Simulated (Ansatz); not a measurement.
`CC[Si]O`, relaxed with RKS PBE-D4/def2-SVP in Ansatz 0.2.0 from a rough embedded geometry. The force threshold is 0.03 eV/Å; the program also tests the step.

The species carries charge 0 and has multiplicity 1.

Start:

```xyz
10

C     1.172   -0.135    0.014
C    -0.027    0.717    0.377
Si   -1.530   -0.263    0.794
O    -2.041   -1.317   -0.430
H     1.033   -0.718   -0.896
H     2.060    0.593   -0.229
H     1.539   -0.763    0.832
H     0.241    1.321    1.235
H    -0.269    1.386   -0.409
H    -2.177   -0.821   -1.288
```

```tsv
step	energy (eV)	largest force (eV/Å)	largest move (Å)
1	-12080.8945	2.241	0.000
2	-12081.3770	1.513	0.195
3	-12081.4887	1.853	0.195
4	-12081.5459	0.590	0.200
5 (rejected)	-12081.3424	1.245	0.192
6	-12081.6014	0.261	0.094
7	-12081.6167	0.239	0.100
8 (rejected)	-12081.6123	0.242	0.092
9	-12081.6224	0.127	0.045
10	-12081.6258	0.061	0.075
11	-12081.6306	0.159	0.110
12 (rejected)	-12081.6291	0.569	0.168
13	-12081.6329	0.141	0.084
14	-12081.6395	0.057	0.084
15	-12081.6444	0.297	0.123
16 (rejected)	-12081.6341	0.869	0.185
17	-12081.6517	0.203	0.092
18	-12081.6583	0.161	0.092
19	-12081.6664	0.261	0.140
20	-12081.6678	0.505	0.182
21	-12081.6742	0.346	0.135
22	-12081.6825	0.287	0.098
23	-12081.6874	0.073	0.078
24	-12081.6884	0.044	0.017
25	-12081.6892	0.031	0.027
26 (rejected)	-12081.6892	0.060	0.014
27	-12081.6893	0.004	0.007
```

End:

```xyz
10

C     0.959   -0.081   -0.228
C    -0.093    0.828    0.413
Si   -1.926    0.188    0.528
O    -1.800   -1.309   -0.251
H     0.694   -0.344   -1.276
H     1.964    0.387   -0.271
H     1.078   -1.033    0.333
H     0.196    1.113    1.452
H    -0.160    1.807   -0.119
H    -0.912   -1.558   -0.581
```

It took 21 s on 4 threads of an Arm Neoverse V2 on a shared host, with 0.13 GiB of host memory at the peak.
